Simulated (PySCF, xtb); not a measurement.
furan-2-ylsilane (C₄H₆OSi), SMILES [SiH3]c1ccco1. Atoms are numbered in the order given.

```xyz
12

Si    -0.0084     2.0505     0.0000
C      0.0989     0.1850     0.0000
C      1.1619    -0.6794     0.0000
C      0.6191    -2.0085     0.0000
C     -0.7352    -1.8509     0.0000
O     -1.0625    -0.5417     0.0000
H     -0.7260     2.5428    -1.2104
H     -0.7260     2.5428     1.2104
H      1.3897     2.5660     0.0000
H      2.2144    -0.3972     0.0000
H      1.1644    -2.9511     0.0000
H     -1.5662    -2.5543     0.0000
```

Geometry: ωB97X-D3(BJ)/def2-SVP.

Method: IEF-PCM-ωB97X/def2-SVP (PySCF).

The values are the electrostatic part of the solvation free energy, E(continuum) − E(gas) at the gas-phase geometry, in a cavity of scaled van der Waals radii (PySCF's table); cavitation and dispersion terms are not included. In vacuum the orbital gap is 10.98 eV. The dipole moment in vacuum is 0.95 D.

| solvent | ε | ΔG(elec) (kcal/mol) | dipole (D) | gap (eV) |
|---|---|---|---|---|
| water | 78.36 | -2.3 | 1.23 | 10.97 |
| dimethylsulfoxide | 46.83 | -2.3 | 1.23 | 10.97 |
| benzene | 2.27 | -1.0 | 1.07 | 10.98 |

For comparison, GFN2-xTB/ALPB(water) (xtb, at the GFN2-xTB geometry, all terms of that model) gives 0.5 kcal/mol.
